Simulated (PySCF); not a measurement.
Molecule: SMILES ClC[B@@H-](O)Cl, [CH₄BCl₂O]-.

Molfile (atoms numbered from 1):
```
CH4BCl2O
     RDKit          3D

  9  8  0  0  0  0  0  0  0  0999 V2000
   -0.8061    1.7170   -0.9305 O   0  0  0  0  0  0  0  0  0  0  0  0
   -0.2130    0.6049   -0.2635 B   0  0  1  0  0  0  0  0  0  0  0  0
   -1.0140   -1.1213   -0.9310 Cl  0  0  0  0  0  0  0  0  0  0  0  0
    1.3471    0.3128   -0.6185 C   0  0  0  0  0  0  0  0  0  0  0  0
    2.4688    1.6763   -0.1236 Cl  0  0  0  0  0  0  0  0  0  0  0  0
   -0.5413    1.6960   -1.8546 H   0  0  0  0  0  0  0  0  0  0  0  0
   -0.4338    0.6537    0.9457 H   0  0  0  0  0  0  0  0  0  0  0  0
    1.7314   -0.5826   -0.1099 H   0  0  0  0  0  0  0  0  0  0  0  0
    1.5192    0.1811   -1.7004 H   0  0  0  0  0  0  0  0  0  0  0  0
  1  2  1  0
  2  3  1  0
  2  4  1  0
  4  5  1  0
  1  6  1  0
  2  7  1  1
  4  8  1  0
  4  9  1  0
M  CHG  1   2  -1
M  END
```

Geometry PBE0-D3(BJ)/def2-SVP throughout; GIAO in PySCF 2.14, gas phase, one conformer, non-relativistic; equivalent atoms averaged; basis pcSseg-2.

For orientation, BHandHLYP gives these shifts δ (against H2O, BF3·OEt2, HCl, TMS at the same level): O1 64.7, B2 4.9, Cl3 4.8, Cl5 -5.5, C4 56.4, H7 3.41, H8 2.90, H9 2.31, H6 -0.84 ppm.

A run gave: O1 82.1, B2 2.7, Cl3 58.3, Cl5 45.1, C4 55.0, H7 3.78, H8 3.02, H9 2.26, H6 -1.16 ppm (shifts δ (against H2O, BF3·OEt2, HCl, TMS at the same level)).

Which functional was used in that run?
A. CAM-B3LYP
B. KT3
C. B3LYP
D. PBE

## Answers

D. Cl3 tells them apart best: PBE gives 58.3, KT3 gives 39.3, B3LYP gives 29.1, CAM-B3LYP gives 23.4 ppm.
